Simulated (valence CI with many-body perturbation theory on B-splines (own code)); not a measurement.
# Tl XLIII: E2, M1 decay

Level of theory: valence CI with perturbative core correlation (CI+MBPT): three valence electrons over a frozen Dirac-Fock core [Kr], radial functions for each j: 7 s, 7 p, 8 d, 6 f, 4 g, 1 h, with the one-electron correlation potential Σ1 (screened to all orders), the two-electron term Σ2, the three-electron term Σ3, Breit, model QED; selected single and double excitations, second order for the rest, scaled by the run's own slope (own B-spline code, finite nucleus).

No measured spectrum was set against this ion. As an estimate, large intervals hold to a few tenths of a per cent, small ones and those within an open d or f shell to about a per cent. The list stops below the first excitations out of the core.

Lines 1 to 50 of 51 in falling wavelength, among levels below 1186200 cm⁻¹, chosen from the decays that carry over 1 % of a level's rate. Wavelengths and rates use the calculated energies. Electric multipoles are in the length gauge, E1 and E2 with the static RPA response of the core. Weak lines are less certain than strong ones. Lines between different terms over intervals too small for the method are left out, as are lines whose strength nearly cancels. The highest levels of a list are the least certain. Branching is blank where the lifetime is uncertain.

Levels are named by their leading jj configuration (3d3/2^4 stands for four electrons in 3d with j = 3/2), which in mixed levels can hold well under half, so a name can repeat and another be missing. Letters in brackets count levels of one name in rising energy.

```
λ vac (nm)                      Upper                      Lower  Type   A (s⁻¹)  Branch %
     269.1      (4d3/2^2 4d5/2) J=7/2  (4d3/2^2 4d5/2) J=5/2 [a]    M1  6.35e+02      86.2
     259.9      (4d3/2^2 4d5/2) J=9/2  (4d3/2^2 4d5/2) J=5/2 [a]    E2  2.12e-04          
     121.5  (4d3/2^2 4d5/2) J=5/2 [b]      (4d3/2^2 4d5/2) J=7/2    M1  5.79e+02       2.3
     101.4  (4d3/2^2 4d5/2) J=5/2 [b]      (4d3/2^2 4d5/2) J=3/2    M1  2.76e+03      11.2
     85.20  (4d3/2 4d5/2^2) J=3/2 [b]  (4d3/2 4d5/2^2) J=3/2 [a]    M1  3.59e+03       1.4
     83.72  (4d3/2^2 4d5/2) J=5/2 [b]  (4d3/2^2 4d5/2) J=5/2 [a]    M1  8.86e+02       3.6
     63.89            (4d5/2^3) J=3/2  (4d3/2 4d5/2^2) J=3/2 [b]    M1  1.21e+04       2.4
     63.68  (4d3/2 4d5/2^2) J=3/2 [a]  (4d3/2^2 4d5/2) J=5/2 [b]    M1  8.95e+03       1.8
     58.18  (4d3/2 4d5/2^2) J=5/2 [a]  (4d3/2^2 4d5/2) J=5/2 [b]    M1  4.92e+04      19.3
     51.73            (4d5/2^3) J=5/2  (4d3/2 4d5/2^2) J=3/2 [b]    M1  2.95e+04       4.7
     49.25  (4d3/2 4d5/2^2) J=5/2 [b]  (4d3/2^2 4d5/2) J=5/2 [b]    M1  6.79e+04      43.7
     48.51  (4d3/2 4d5/2^2) J=7/2 [b]  (4d3/2^2 4d5/2) J=5/2 [b]    M1  1.74e+04      13.9
     48.38  (4d3/2 4d5/2^2) J=7/2 [a]      (4d3/2^2 4d5/2) J=7/2    M1  7.71e+04      18.7
     48.04            (4d5/2^3) J=9/2     (4d3/2 4d5/2^2) J=11/2    M1  1.69e+04       3.5
     47.31  (4d3/2^2 4d5/2) J=5/2 [a]            (4d3/2^3) J=3/2    M1  2.25e+05     100.0
     44.85      (4d3/2 4d5/2^2) J=9/2      (4d3/2^2 4d5/2) J=9/2    M1  1.51e+05      63.0
     44.59      (4d3/2 4d5/2^2) J=9/2      (4d3/2^2 4d5/2) J=7/2    M1  8.85e+04      36.9
     43.88            (4d5/2^3) J=3/2  (4d3/2 4d5/2^2) J=5/2 [b]    M1  1.67e+04       3.3
     43.06      (4d3/2^2 4d5/2) J=3/2            (4d3/2^3) J=3/2    M1  1.79e+05      99.9
     42.30  (4d3/2 4d5/2^2) J=3/2 [a]      (4d3/2^2 4d5/2) J=1/2    M1  5.05e+04      10.4
     41.21            (4d5/2^3) J=9/2      (4d3/2 4d5/2^2) J=9/2    M1  1.94e+05      39.6
     41.00  (4d3/2 4d5/2^2) J=7/2 [a]  (4d3/2^2 4d5/2) J=5/2 [a]    M1  3.34e+05      81.1
     40.47      (4d3/2 4d5/2^2) J=1/2      (4d3/2^2 4d5/2) J=1/2    M1  2.97e+05      93.7
     40.23      (4d3/2^2 4d5/2) J=7/2            (4d3/2^3) J=3/2    E2  1.01e+02      13.8
     39.77      (4d3/2^2 4d5/2) J=1/2            (4d3/2^3) J=3/2    M1  6.71e+04      99.3
     39.35  (4d3/2 4d5/2^2) J=5/2 [a]      (4d3/2^2 4d5/2) J=7/2    M1  1.04e+04       4.1
     39.12  (4d3/2 4d5/2^2) J=3/2 [a]      (4d3/2^2 4d5/2) J=3/2    M1  2.93e+05      60.3
     38.84     (4d3/2 4d5/2^2) J=11/2      (4d3/2^2 4d5/2) J=9/2    M1  9.68e+04      99.7
     38.60            (4d5/2^3) J=3/2  (4d3/2 4d5/2^2) J=5/2 [a]    M1  1.67e+05      32.5
     38.43            (4d5/2^3) J=9/2  (4d3/2 4d5/2^2) J=7/2 [a]    M1  2.74e+05      56.1
     38.23            (4d5/2^3) J=5/2  (4d3/2 4d5/2^2) J=7/2 [b]    M1  6.03e+04       9.6
     37.99            (4d5/2^3) J=3/2      (4d3/2 4d5/2^2) J=1/2    M1  1.23e+05      23.9
     37.78            (4d5/2^3) J=5/2  (4d3/2 4d5/2^2) J=5/2 [b]    M1  9.55e+04      15.1
     37.55      (4d3/2 4d5/2^2) J=1/2      (4d3/2^2 4d5/2) J=3/2    M1  1.81e+04       5.7
     36.97  (4d3/2 4d5/2^2) J=5/2 [a]      (4d3/2^2 4d5/2) J=3/2    M1  1.67e+05      65.6
     36.51            (4d5/2^3) J=3/2  (4d3/2 4d5/2^2) J=3/2 [a]    M1  1.93e+05      37.4
     36.44  (4d3/2 4d5/2^2) J=3/2 [b]  (4d3/2^2 4d5/2) J=5/2 [b]    M1  1.60e+05      63.2
     36.17  (4d3/2 4d5/2^2) J=3/2 [a]  (4d3/2^2 4d5/2) J=5/2 [a]    M1  1.31e+05      26.9
     35.05  (4d3/2 4d5/2^2) J=5/2 [b]      (4d3/2^2 4d5/2) J=7/2    M1  7.79e+04      50.2
     34.83  (4d3/2 4d5/2^2) J=7/2 [b]      (4d3/2^2 4d5/2) J=9/2    M1  4.41e+04      35.2
     34.67  (4d3/2 4d5/2^2) J=7/2 [b]      (4d3/2^2 4d5/2) J=7/2    M1  5.24e+04      41.9
     34.33  (4d3/2 4d5/2^2) J=5/2 [a]  (4d3/2^2 4d5/2) J=5/2 [a]    M1  2.65e+04      10.4
     33.80            (4d5/2^3) J=5/2  (4d3/2 4d5/2^2) J=5/2 [a]    M1  1.62e+05      25.6
     32.19            (4d5/2^3) J=5/2  (4d3/2 4d5/2^2) J=3/2 [a]    M1  1.81e+05      28.7
     31.01  (4d3/2 4d5/2^2) J=5/2 [b]  (4d3/2^2 4d5/2) J=5/2 [a]    M1  7.67e+03       4.9
     30.72  (4d3/2 4d5/2^2) J=7/2 [b]  (4d3/2^2 4d5/2) J=5/2 [a]    M1  8.96e+03       7.2
     30.23  (4d3/2^2 4d5/2) J=5/2 [b]            (4d3/2^3) J=3/2    M1  2.03e+04      82.0
     29.13            (4d5/2^3) J=5/2  (4d3/2 4d5/2^2) J=7/2 [a]    M1  9.76e+04      15.5
     28.27  (4d3/2 4d5/2^2) J=3/2 [b]      (4d3/2^2 4d5/2) J=1/2    M1  3.97e+03       1.6
     26.81  (4d3/2 4d5/2^2) J=3/2 [b]      (4d3/2^2 4d5/2) J=3/2    M1  2.92e+04      11.5
```
